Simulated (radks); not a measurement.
Task: The mean radii <r> (bohr) of the occupied orbitals of an atom or ion are listed with their occupations. Calculated with a radial shooting solver on a logarithmic mesh with Libxc functionals: non-relativistic Kohn-Sham, PBE, spin-polarised, spherical densities, point nucleus.

orbital  occ.     <r>
1s up       1  0.2285
1s down     1  0.2284
2s up       1   1.048

Name the element and its charge. Open shells, if any, are filled with parallel spins first.

Result: Z = 7, nitrogen, charge +4: N4+ in [He] 2s1. The 1s radius gives Z: for a bare nucleus <r> = 1.5/Z, 0.2143 bohr for Z = 7, and screening makes it slightly larger (0.2285 here). The occupations add up to 3, and the charge is Z minus that.
